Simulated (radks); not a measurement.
The numbers below are computed, except where a source is named.
Au, configuration [Xe] 4f13 5d9.5 6s2 6p0.5 (fractional occupations, a model configuration).

Code: a radial shooting solver on a logarithmic mesh with Libxc functionals. Model: scalar-relativistic Kohn-Sham, r2SCAN, spin-unpolarised, spherical densities, finite nucleus; meta-GGA in the generalised Kohn-Sham scheme; Fermi nuclear charge, rms radius 5.4371 fm.

Energy parts (eV):
part                       energy
total                  -517194.59
kinetic                 578421.00
electron-nucleus      -1285512.95
Hartree                 199741.30
exchange-correlation     -9843.95

Orbitals (lengths in bohr, moments of r in powers of bohr):
| orbital | occ. | eigenvalue (eV) | <r^4> | <1/r> |
|---|---|---|---|---|
| 1s | 2 | -80861.83 | 4.253e-07 | 95.71 |
| 2s | 2 | -14312.35 | 0.00006231 | 22.46 |
| 2p | 6 | -12375.16 | 0.00005061 | 19.97 |
| 3s | 2 | -3406.042 | 0.002246 | 8.337 |
| 3p | 6 | -2841.652 | 0.002472 | 7.601 |
| 3d | 10 | -2236.920 | 0.001906 | 7.143 |
| 4s | 2 | -760.2591 | 0.04983 | 3.573 |
| 4p | 6 | -573.8009 | 0.06622 | 3.233 |
| 4d | 10 | -348.7844 | 0.09082 | 2.902 |
| 5s | 2 | -120.5090 | 1.292 | 1.476 |
| 4f | 13 | -99.5884 | 0.1674 | 2.495 |
| 5p | 6 | -69.9546 | 2.364 | 1.262 |
| 5d | 9.5 | -12.7400 | 12.58 | 0.8974 |
| 6s | 2 | -8.2078 | 103.9 | 0.4845 |
| 6p | 0.5 | -1.6021 | 872.9 | 0.3098 |

The highest occupied level is 6p at -1.602 eV. The density falls to 0.001 e/bohr^3 at r = 4.48 bohr. Summed over all electrons, <r^2> = 68.68 bohr^2, which gives a Langevin (diamagnetic) susceptibility term of -54.4 x 10^-6 cm^3/mol. The electron density at the nucleus is 2.301e+06 e/bohr^3 (large components only).
